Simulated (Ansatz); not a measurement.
```yaml
atoms:
  - { symbol: Si, position_ang: [0.0000, 0.0000, -0.1449] }
  - { symbol: H, position_ang: [0.0000, 1.1839, 1.0142] }
  - { symbol: H, position_ang: [0.0000, -1.1839, 1.0142] }
```

Basis set: def2-TZVP (spherical functions). Left uncorrelated: 5 orbitals. Charge 0, multiplicity 1.

Computed with Ansatz (development build ahead of 0.2.0); each method stands on the lowest determinant of its kind that the runs found. Restricted open shells among the atoms or ions are ROHF, correlated in semicanonical orbitals with singles.

The atomization energy at this shape (free ground-state atoms in the same class of orbitals less the molecule, no zero-point energy) of singlet SiH₂:

| method | atomization energy |
| --- | --- |
| RHF | 443.9 kJ/mol |

Task: What does RHF-MP2 give?

Result: 558.5 kJ/mol. Caution: the shape is not the minimum.
